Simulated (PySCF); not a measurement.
# NMR data sheet: C₆H₁₀O₂Si

```
Formula                               : C6H10O2Si
SMILES                                : CCO[SiH2]CC#CC=O
Point group of the computed structure : C1
Degrees of unsaturation               : 3
Carbon signals                        : 6
Proton signals                        : 5
```

Structure with atom numbers: `[CH3:1][CH2:2][O:3][SiH2:4][CH2:5][C:6]#[C:7][CH:8]=[O:9]`; H(Xn) means a hydrogen on atom n.

- PBE0/pcSseg-1 with gauge-including orbitals
- structure optimised with GFN2-xTB
- program: PySCF
- one averaged value for each set of equivalent atoms, no relativistic terms, isolated molecule, single conformer

References, each an isolated molecule treated in the same way: ¹H and ¹³C and ²⁹Si against TMS; H2O for ¹⁷O.

| carbon | δC, type | δH (multiplicity) | HMBC from (2–3 bonds) | span of the C tensor (ppm) |
| --- | --- | --- | --- | --- |
| C1 | 20.5, CH3 | 1.33 (t) | H(C2) | 37 |
| C2 | 64.5, CH2 | 4.34 (q) | H(Si4), H(C1) | 75 |
| C5 | 10.3, CH2 | 1.98 (t) | H(Si4) | 16 |
| C6 | 107.5, C | – | H(C8), H(Si4), H(C5) | 202 |
| C7 | 89.4, C | – | H(C8), H(C5) | 249 |
| C8 | 181.0, CH | 9.46 (s) | – | 190 |

Other nuclei:
```csv
atoms,nucleus,environment,δ (ppm),σ (ppm)
H(Si4),¹H,"hydrogen on a silicon bonded to C, O",5.06,26.66
Si4,²⁹Si,"silicon bonded to C, O, 2 H",-30.2,379.3
O9,¹⁷O,aldehyde oxygen,726.7,-390.6
O3,¹⁷O,"oxygen bonded to C, Si",41.3,294.8
```

- Carbon types of the structure: 2 × C, 1 × CH, 2 × CH2, 1 × CH3, leaving 2 H on heteroatoms.
- δC 181.0: aldehyde carbonyl carbon; the double bond to the heteroatom, with no lone-pair donor beside it, deshields it most.
- δC 107.5, 89.4: alkyne carbon.
- δC 64.5: sp3 CH2 bonded to O; deshielded by the electronegative neighbour.
- δC 20.5: methyl carbon; a saturated carbon with 1 carbon neighbour and no heteroatom attached.
- δH 9.46: hydrogen on an aldehyde carbonyl carbon; the formyl region, downfield of aromatic protons.

Shifts are as computed. Against solution values, carbons near 30 ppm lie about +3 ppm off and those near 130 ppm about +5 ppm. Of 1211 compounds with measured shifts, 218 miss one by over three times the rms of a fit or turn the order of signals round; such compounds aren't used in these exercises. Unscaled 17O shifts of doubly bonded oxygen tend to come out too high, by tens of ppm or more. Experimental scales use liquid or dissolved standards, which lie at an offset from isolated H2O (liquid H2O: subtract about 36 ppm). Multiplicities follow the n + 1 count of equivalent neighbours, as no J values were calculated; m marks all less simple cases, F and P coupling included.
